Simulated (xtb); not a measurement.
C5H9F, SMILES C[C@@H]1C(F)[C@H]1C. All values are semi-empirical tight-binding results from xtb (GFN2-xTB unless named), good for trends rather than for accurate numbers. Coordinates come from a GFN2-xTB optimisation. The structure was generated by enumeration; whether it is a known compound was not checked.

Optimised geometry:

```xyz
15

C      1.7931    -0.8396    -0.3860
C      0.4846    -0.1682    -0.7184
C     -0.7412    -0.4405     0.1170
C     -2.1028    -0.5754    -0.5151
C     -0.0691     0.8951     0.1833
F      0.6210     1.2145     1.3184
H      1.8143    -1.8492    -0.7927
H      2.6250    -0.2789    -0.8083
H      1.9289    -0.8931     0.6913
H      0.3231    -0.0090    -1.7785
H     -0.5851    -1.0757     0.9808
H     -2.8834    -0.3346     0.2042
H     -2.1985     0.0954    -1.3659
H     -2.2583    -1.5956    -0.8611
H     -0.5425     1.7818    -0.2204
```
Charge 0, spin multiplicity 1.

### Question
Estimate the properties. (Estimate from the structure and the level; the computed values follow.)

### Answer

orbital gap: 9.39 eV
dipole moment: 2.30 D
zero-point energy: 80.1 kcal/mol
G − E(el) at 298.15 K (modified RRHO): 61.0 kcal/mol
static polarisability (D4 model): 58.7 bohr³
solvation energy, GFN2-xTB/ALPB(water): -2.1 kcal/mol
solvation energy, GFN2-xTB/ALPB(methanol): -4.8 kcal/mol

### Question
Give the IR lines (harmonic; lines under 4 % of the strongest left out, lines within 3 cm⁻¹ merged). (Estimate from the structure and the level; the computed values follow.)

### Answer
ν (cm⁻¹): 320 (w), 555 (w), 846 (w), 851 (m), 895 (w), 954 (w), 972 (m), 1046 (s), 1111 (w), 1145 (m), 1163 (w), 1278 (m), 1306 (m), 1463 (w), 1489 (w), 1492 (w), 1500 (w), 3020 (s), 3027 (s), 3035 (m), 3039 (m), 3050 (w), 3061 (vs) (against the strongest line: vs over 80 %, s over 45 %, m over 15 %, w over 4 %, vw less)

Computed atomic charges and the Wiberg bond orders between heavy atoms:
charges (e) C1 -0.10, C2 -0.03, C3 -0.04, C4 -0.11, C5 0.13, F6 -0.25, H7 0.04, H8 0.04, H9 0.05, H10 0.04, H11 0.05, H12 0.05, H13 0.04, H14 0.05, H15 0.04. Bond orders C1–C2 1.02, C2–C3 0.95, C3–C4 1.02, C2–C5 0.95, C3–C5 0.96, C5–F6 0.93.
